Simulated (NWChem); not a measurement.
SiN2H5Cl; SMILES N[SiH](Cl)N

```xyz
9

Si     0.0221    -0.4008     0.3768
N     -1.4874    -0.9579    -0.2102
N      1.2426    -1.3682    -0.3281
Cl     0.0276     1.6273    -0.1316
H      0.2905    -0.4182     1.8414
H     -2.2905    -0.3419    -0.2355
H     -1.7484    -1.9326    -0.1175
H      1.2611    -1.5168    -1.3312
H      2.1724    -1.3942     0.0741
```
Atoms are numbered in this order, from 1.

Program: NWChem. Pople sets run with spherical d functions. Coordinates come from a PBE0/def2-SVP optimisation. Level: M05-2X/6-31G* with SMD (1 M gas to 1 M solution), gas-phase geometry. Reactions with the solvent are ignored.

Question: Estimate the computed values for solvent toluene. Quantities: solvation free energy (kcal/mol); cavity-dispersion-structure term (kcal/mol); dipole in solution (D).

Answer: 
```json
{
 "solvation free energy (kcal/mol)": "-4.4",
 "cavity-dispersion-structure term (kcal/mol)": "0.4",
 "dipole in solution (D)": "2.88"
}
```
